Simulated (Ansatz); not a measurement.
Two isomers of C4H8Si: A = `C=CC1C[SiH2]1`, B = `C#CC(C)[SiH3]`.

Gas-phase electronic energies from Ansatz, PBE0-D4/def2-TZVP geometries. CBS: MP2 limit from def2 TZ/QZ plus the TZ coupled-cluster correction, frozen cores. Functionals use def2-TZVPP. B3LYP here is the variant with VWN-RPA as its local correlation; programs differ in this. Each species was taken in one conformer, which may not be the lowest.

(1) Which isomer does CCSD(T)/CBS put lower? Give the gap. (Estimate.)

(2) Give E(B) − E(A) in kJ/mol with r2SCAN-D4, B3LYP, B2PLYP, CCSD(T)/def2-SVP, HF/def2-TZVPP, B3LYP-D4, PBE0-D4. (Best estimate.)

(3) Does the order hold for the free energy at 298.15 K (harmonic terms from PBE0-D4)? (Estimate.)

Largest T1 diagnostic: 0.011.

Answers

(1) The calculation gave: A, by 12.6 kJ/mol.

(2) The calculation gave: r2SCAN-D4 32.6, B3LYP 13.9, B2PLYP 9.0, CCSD(T)/def2-SVP 6.9, HF/def2-TZVPP -15.5, B3LYP-D4 15.6, PBE0-D4 36.5. The order is the other way round with HF/def2-TZVPP.

(3) Ansatz gave: Too close to call: G(B) − G(A) = +0.1 kJ/mol, for one conformer each.

In def2-TZVPP, CCSD(T) changes the Hartree–Fock value by +26.6 kJ/mol (the triples alone add +3.4 kJ/mol) and MP2 by +23.5 kJ/mol. Leaving LDA and LC-ωPBE aside and taking each functional with its dispersion term where it has one, the values, not all of them listed here, spread over 28.9 kJ/mol, from B2PLYP to PBE-D4. LDA lies +19.7 kJ/mol from PBE without D4.
